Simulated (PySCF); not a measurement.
C₁₀H₇N₃, SMILES C1=CC2=NC=CC3=CC=NC(=C1)N32. Atoms are numbered in the order given.

```xyz
20

C      0.0000     0.0000     2.7811
C      0.0000     1.2107     2.0889
C      0.0000     1.2423     0.6768
N      0.0000     2.4270     0.0254
C      0.0000     2.4167    -1.3088
C      0.0000     1.2542    -2.0789
C      0.0000     0.0000    -1.4247
C      0.0000    -1.2542    -2.0789
C      0.0000    -2.4167    -1.3088
N      0.0000    -2.4270     0.0254
C      0.0000    -1.2423     0.6768
C      0.0000    -1.2107     2.0889
N      0.0000     0.0000    -0.0183
H      0.0000     0.0000     3.8816
H      0.0000     2.1869     2.5882
H      0.0000     3.4050    -1.8038
H      0.0000     1.2778    -3.1759
H      0.0000    -1.2778    -3.1759
H      0.0000    -3.4050    -1.8038
H      0.0000    -2.1869     2.5882
```
Charge 0, spin multiplicity 1.

Geometry optimised at PBE-D3(BJ)/def2-SVP.

Two levels are set side by side: PBE/pcSseg-1 (PySCF) and KT2/pcSseg-1 (PySCF). GIAO shifts against NH3 (¹⁵N), TMS (¹H), TMS (¹³C) at the same level; non-relativistic, no solvent, atoms listed together averaged. Differences are taken from unrounded values.

| quantity | KT2 |
|---|---|
| δ(¹³C) of C1 (ppm) | 140.0 |
| δ(¹³C) of C2, C12 (ppm) | 110.7 |
| δ(¹³C) of C3, C11 (ppm) | 159.2 |
| δ(¹⁵N) of N4, N10 (ppm) | 274.6 |
| δ(¹³C) of C5, C9 (ppm) | 157.0 |
| δ(¹³C) of C6, C8 (ppm) | 101.6 |
| δ(¹³C) of C7 (ppm) | 159.4 |
| δ(¹⁵N) of N13 (ppm) | 234.3 |
| δ(¹H) of H14 (ppm) | 6.07 |
| δ(¹H) of H15, H20 (ppm) | 4.80 |
| δ(¹H) of H16, H19 (ppm) | 5.96 |
| δ(¹H) of H17, H18 (ppm) | 3.66 |

**Question.** What does PBE give, and how far is it from KT2? (Estimate from the structure and the level; the computed values follow.)

**Answer.** 
```tsv
quantity	PBE	PBE minus KT2
δ(¹³C) of C1 (ppm)	148.7	8.7
δ(¹³C) of C2, C12 (ppm)	118.9	8.2
δ(¹³C) of C3, C11 (ppm)	165.7	6.6
δ(¹⁵N) of N4, N10 (ppm)	294.8	20.1
δ(¹³C) of C5, C9 (ppm)	166.1	9.1
δ(¹³C) of C6, C8 (ppm)	108.4	6.8
δ(¹³C) of C7 (ppm)	166.1	6.7
δ(¹⁵N) of N13 (ppm)	243.2	8.9
δ(¹H) of H14 (ppm)	6.24	0.17
δ(¹H) of H15, H20 (ppm)	4.98	0.18
δ(¹H) of H16, H19 (ppm)	6.17	0.21
δ(¹H) of H17, H18 (ppm)	3.79	0.13
```

Rough cost on one machine, each run with all the roots and properties that it gave: KT2 against PBE within a factor of 2.
